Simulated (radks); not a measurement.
Polarisability of neutral palladium, [Kr] 4d10, at imaginary frequency. All-electron calculation, non-relativistic Kohn-Sham, PBE, spin-polarised, spherical densities, point nucleus; relativity is left out, which matters for an element this heavy. Program: a radial shooting solver on a logarithmic mesh with Libxc functionals. Response by self-consistent Sternheimer equations with the Hartree and adiabatic LDA kernel.

w (hartree),alpha1(iw) (bohr^3),alpha2(iw) (bohr^5)
0.00266,29.69,496.2
0.0143,29.56,473.7
0.0360,28.85,387.5
0.0697,26.91,274.4
0.118,23.45,195.5
0.186,19.16,145.8
0.280,14.98,108.9
0.413,11.34,78.84
0.605,8.279,54.24
0.892,5.744,34.96
1.35,3.681,20.71
2.12,2.080,10.91
3.59,0.9634,4.792
6.94,0.3315,1.534
17.5,0.07332,0.2689

Static values: alpha1 = 29.69 bohr^3 (4.400 angstrom^3; uncoupled 46.55), alpha2 = 497.0 bohr^5, alpha3 = 5806 bohr^7. C6 = 210.8, C8 = 9537, triple-dipole C9 = 4000 atomic units. One-pole (London) frequency 4 C6 / (3 alpha1^2) = 0.319 hartree, against 0.151 for minus the highest occupied eigenvalue. Recommended static value: 26.14 bohr^3 (Schwerdtfeger and Nagle, 2023 table).
